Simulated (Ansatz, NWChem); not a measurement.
**Worked example: C2H5BrSi + B(OH)F2 → C2H6OSi + BBrF2**

Gas-phase species: C2H5BrSi `C=C[SiH2]Br`, singlet; B(OH)F2, singlet; C2H6OSi `C=C[SiH2]O`, singlet; BBrF2 `FB(F)Br`, singlet. The partners trade Br for OH: Si–Br and B–OH bonds give way to Si–OH and B–Br.

Shapes, held fixed at every level: PBE0-D4/def2-TZVP. Flexible molecules stand in one conformer, not always the lowest. Programs: Ansatz 0.2.0, NWChem 7.3.0. The zero-point and thermal change to 298 K, harmonic and unscaled (PBE0-D4/def2-TZVP), is -3.6 kJ/mol.

At CCSD(T)/def2-TZVPP; 1 Eh = 2625.50 kJ/mol:

| species | energy (Eh) |
| --- | --- |
| C2H5BrSi | -2940.858206 |
| B(OH)F2 | -300.191579 |
| C2H6OSi | -443.885050 |
| BBrF2 | -2797.137381 |

Question: Work out ΔH(298 K) of the reaction at this level.

Answer: 
1. Products less reactants: (-443.885050) + (-2797.137381) − [(-2940.858206) + (-300.191579)] = 0.027354 Eh = +71.8 kJ/mol.
2. With the thermal change: +71.8 + (-3.6) = +68.2 kJ/mol.

Other levels give +68.4 (MP2/def2-TZVPP) to +95.6 kJ/mol (HF/def2-SVP). No measured value is set beside it here. Relativity is left out for Br. Outer-core shells of Br are correlated, in sets that cover them unevenly.
